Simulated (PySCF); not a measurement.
Vertical excitations of a molecule C4H8O2 from TDDFT-CAM-B3LYP/def2-SVPD (PySCF 2.14.0), as energy in eV (oscillator strength): 7.00 (0.003), 7.01 (0.004), 7.33 (0.025), 7.58 (0.001), 7.97 (0.004), 8.31 (0.025), 8.33 (0.027), 8.50 (0.009), 8.56 (0.002), 8.65 (0.018). Lowest triplet (TDA): 6.66 eV. The structure is a stationary point at PBE-D3(BJ)/def2-SVP. Other conformers were not sampled.

Which molecule gave these data?
(A) OCC1COC1
(B) OC[C@@H]1CCO1
(C) CO[C@@H](C)C=O
(D) C[C@H]1COCO1

A, OCC1COC1
